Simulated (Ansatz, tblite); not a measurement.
Forces on GaH2Cl at its PBE-D4/def2-TZVP geometry. The state is a singlet with charge 0.

The xTB rows come from tblite.

GFN1-xTB (tblite), largest force 0.51 eV/Å:

```xyz
4
positions Å, forces eV/Å
Ga    0.131   -0.159   -0.053    0.057   -0.070   -0.023
H    -0.581   -1.434   -0.616    0.299    0.370    0.170
H     1.651    0.133    0.180   -0.466   -0.167   -0.102
Cl   -1.200    1.460    0.489    0.110   -0.133   -0.045
```

GFN2-xTB (tblite), largest force 1.26 eV/Å:

```
Ga -0.777 0.945 0.317
H 0.270 -0.012 0.016
H -0.059 -0.244 -0.102
Cl 0.566 -0.689 -0.231
```

r2SCAN-D4/def2-TZVP (Ansatz), largest force 0.28 eV/Å:

```
Ga -0.057 0.070 0.023
H 0.107 0.184 0.081
H -0.220 -0.046 -0.035
Cl 0.171 -0.208 -0.070
```
